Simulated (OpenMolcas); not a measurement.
**Pt2+: effect of the metal basis**

Pt2+ with its 6 nearest fluoride ions at 2.081 Å, on the Zn site of KZnF3 (a = 4.054 Å, distance in the model lattice 2.027 Å). The rest of the host is ab initio model potentials to 7.6 Å and point charges beyond; the distance is set by hand and nothing relaxes.

```
Program             : OpenMolcas
Method              : SS-CASPT2, IPEA 0.25 Eh, imaginary shift 0.1 Eh (closed shells correlated: 5s 5p and the ligand valence shells)
Spin-orbit coupling : state interaction with AMFI integrals over the reference wave functions
```

Fixed: ligand basis ANO-RCC-VDZP, active space 8 electrons in 5 orbitals (5d), DKH2 Hamiltonian.

States (labels of O, the rotations of Oh). Energies in cm-1 above the lowest state or level, χT in cm3 K/mol; 10Dq and B are least-squares fits to the states below 45000 cm-1, weighted by degeneracy, with a free offset, and given where the rms deviation is under 5 % of |10Dq| (or 100 cm-1) and under 700 cm-1.

```tsv
Run	Metal basis	Ground state	First state of that spin	10Dq	B (rms of fit)	First gap with spin-orbit (degeneracies)	χT at 300 K	First state of another spin	Cost
A	ANO-RCC-VDZP	3A2	3T2 21550	22001	682 (249)	8160 (3, 2)	1.598	1E 9060	roughly 80 core-seconds
B	ANO-RCC-VTZP	3A2	3T2 21560	21358	558 (239)	7590 (3, 2)	1.591	1E 8410	roughly 2.7 core-minutes
```

Against A, |10Dq| changes by -2.9 % in B.

Costs are those of the CASPT2 steps.

Roots that are degenerate in the reference are averaged as groups; the widest CASPT2 spread within a group is 560 cm-1 (the 3-fold group of multiplicity 1 near 32700 cm-1 above the lowest state of its run, B). Shifts and gaps below about the spread of the groups concerned are not significant. Over all roots computed the reference weight is 0.73 in A, 0.72 to 0.73 in B; a low but even weight reflects the number of correlated electrons. Real 4d8 and 5d8 ions are as a rule square planar and diamagnetic. Ligand-to-metal charge-transfer states are missing. With no ligand orbital active B as a rule stays too high, so bands that hang on it stand too high and its fall with covalency is understated. With one d shell and no ligand orbital active, 10Dq can be off by a tenth or more. No measured value stands beside these numbers; the geometry was set by hand and not optimised.
